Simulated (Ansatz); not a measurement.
cis-PtH2(PF3)2 (P₂PtH₂F₆). Charge 0, multiplicity 1. Geometry PBE-D4/def2-SVP, basis def2-TZVP, Ansatz.

Cartesian coordinates in Å:
```
F 0.835 -2.812 -0.957
F -0.715 -2.339 0.851
F 1.677 -2.272 1.263
F -2.419 0.566 0.732
F -1.990 2.095 -1.105
F -1.182 2.617 1.131
P 0.616 -1.727 0.197
P -1.202 1.396 0.099
Pt 0.791 0.448 -0.399
H 1.286 1.889 -0.934
H 2.303 0.142 -0.878
```

| run | HOMO (eV) | LUMO (eV) |
| --- | --- | --- |
| A | -11.07 | 0.63 |
| B | -10.81 | -0.28 |
| C | -7.09 | -3.32 |
| D | -8.16 | -2.31 |
| E | -7.11 | -2.90 |
| F | -6.84 | -3.01 |

In the def2 sets Pt takes a core potential; there is no spin–orbit coupling. LC-ωPBE has ω = 0.4 bohr⁻¹. No other spin state of charge 0 was run.

**Question.** The runs used HF, LC-ωPBE, LDA (SPW92), PBE, PBE0, r2SCAN. Estimate which is which.

**Answer.** A HF (100 % exact exchange); B LC-ωPBE (range-separated); C LDA (SPW92) (0 % exact exchange); D PBE0 (25 % exact exchange); E r2SCAN (0 % exact exchange); F PBE (0 % exact exchange). Exact exchange lowers occupied and raises empty levels; among semilocal functionals meta-GGAs tend to open the gap a little, and such runs are hard to tell apart. The gap grows from 3.77 eV (LDA (SPW92)) to 11.70 eV (HF).
